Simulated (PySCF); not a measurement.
EPR parameters of [C5H7ClO2]-

Species: C₅H₇ClO₂ (charge -1 and doublet state).
Z-matrix (Å and degrees, GFN2-xTB geometry), rows numbered from 1:
```
C 
C   1  1.4976
C   2  1.4938  1  117.70
O   3  1.4363  2  114.42  1  -106.07
C   2  1.3924  1  119.95  3  -176.85
Cl  5  1.7727  2  115.77  1   175.85
C   5  1.3983  2  131.49  1    -3.65
O   7  1.2615  5  127.30  2    -0.89
H   1  1.0964  2  111.06  3   -61.52
H   1  1.0952  2  111.02  3    57.94
H   1  1.0863  2  108.99  3   178.39
H   3  1.0938  2  110.09  1    11.76
H   3  1.1052  2  111.28  1   131.77
H   4  0.9663  3  105.19  2   -52.71
H   7  1.1124  5  114.31  2   179.22
```

The hyperfine couplings belong to this conformer and change with its torsions.

Identity: `C/C(CO)=C(/Cl)[CH][O-]` [radical] (charge -1).

Level of theory: UKS B3LYP, pcH-1 on C Cl H O, non-relativistic, mean-field spin-orbit, GIAO in PySCF. Whether the extra electron is bound in the gas phase wasn't checked; a finite basis holds it in any case. Couplings are sensitive to structure, and on GFN2-xTB geometries they can be far from those on DFT ones, by a factor of two or more for some ions and for spin on atoms past the first row. The SCF solution wasn't tested for stability.

```json
{
  "g1, g2, g3": "2.00173, 2.00416, 2.00550",
  "g_iso": "2.00379",
  "Form of g": "rhombic: the two nearest values differ by 36 % of g3 − g1",
  "⟨S²⟩": "0.7612 (exact 0.7500)",
  "α and β electrons": "36, 35"
}
```

Isotropic coupling and dipolar principal values T1 to T3, in MHz:

| atom | isotope | a_iso | of which spin–orbit | T1 | T2 | T3 | Mulliken spin population |
| --- | --- | --- | --- | --- | --- | --- | --- |
| C1 | 13C | -19.4 | 0.0 | -0.7 | -0.5 | 1.2 | -0.05 |
| C2 | 13C | 47.9 | 0.0 | -45.3 | -44.3 | 89.7 | 0.54 |
| C3 | 13C | -17.7 | 0.0 | -1.4 | -0.1 | 1.5 | -0.02 |
| O4 | 17O | -35.3 | 0.0 | -11.4 | 5.6 | 5.9 | 0.02 |
| C5 | 13C | -27.6 | 0.0 | -3.9 | 0.0 | 4.0 | -0.02 |
| Cl6 | 35Cl | 1.2 | 0.0 | -1.7 | -1.3 | 2.9 | 0.00 |
| C7 | 13C | 8.3 | 0.0 | -20.5 | -18.3 | 38.7 | 0.22 |
| O8 | 17O | -21.3 | -0.1 | -79.7 | 38.8 | 40.9 | 0.23 |
| H9 | 1H | 53.1 | 0.0 | -3.1 | -2.3 | 5.3 | 0.02 |
| H10 | 1H | 56.5 | 0.0 | -3.1 | -2.0 | 5.1 | 0.03 |
| H11 | 1H | 1.9 | 0.0 | -4.2 | 1.2 | 3.0 | 0.00 |
| H12 | 1H | 0.8 | 0.0 | -3.7 | -2.5 | 6.2 | 0.00 |
| H13 | 1H | 28.5 | 0.0 | -3.8 | -1.8 | 5.6 | 0.01 |
| H14 | 1H | -3.7 | 0.0 | -5.0 | -0.6 | 5.6 | 0.01 |
| H15 | 1H | -19.3 | 0.0 | -10.1 | -2.3 | 12.4 | -0.02 |

Largest spin populations (Mulliken): C2 (+0.54), O8 (+0.23) and C7 (+0.22). Three atoms exceed +0.15. The angles at C2 add up to 359.9°, so it is planar.

The SMILES `C/C(CO)=C(/Cl)[CH][O-]` draws the unpaired electron on C7, whose computed spin population is only +0.22.

Axes: g2 points within 6° of the C7–H15 bond.

Under fast tumbling the dipolar parts average out, and these isotropic splittings remain: 3 × 1H (H9/H10/H11, I = 1/2, 4 lines) with 1.33 mT, 1 × 1H (H15, I = 1/2, 2 lines) with 0.69 mT, 2 × 1H (H12/H13, I = 1/2, 3 lines) with 0.52 mT, 1 × 1H (H14, I = 1/2, 2 lines) with 0.13 mT and 1 × 35Cl (Cl6, I = 3/2, 4 lines) with 0.04 mT.

Means are taken over nuclei equivalent by connectivity, which assumes that they swap fast. The three 1H nuclei of mean +37.2 MHz run from 1.9 to 56.5 MHz in the frozen geometry. The 1H value of +14.7 MHz is a mean of couplings from 0.8 to 28.5 MHz in this one geometry, not an average over conformers.

Main isotope only: 35Cl (natural samples also hold 24 % 37Cl, magnetic too, which adds its own pattern).

The 13C coupling of C2 (47.9 MHz) shows only in satellite lines or after enrichment, since that isotope makes up about 1.07 % of natural carbon.

The 17O coupling of O4 (-35.3 MHz) shows only in satellite lines or after enrichment, since that isotope makes up about 0.038 % of natural oxygen.

The spin density at the nucleus, in bohr⁻³, is negative for C5 (-0.0246), C1 (-0.0173) and C3 (-0.0157), for instance. A restricted open-shell determinant has no negative spin density anywhere; here it arises because α and β orbitals differ (spin polarisation).

Time: 80 s (with the writing of density and orbital grids); peak memory 0.97 GiB. Hardware: one thread, Arm Neoverse V2 (aarch64), shared host with 96 logical CPUs at a one-minute load of 50.
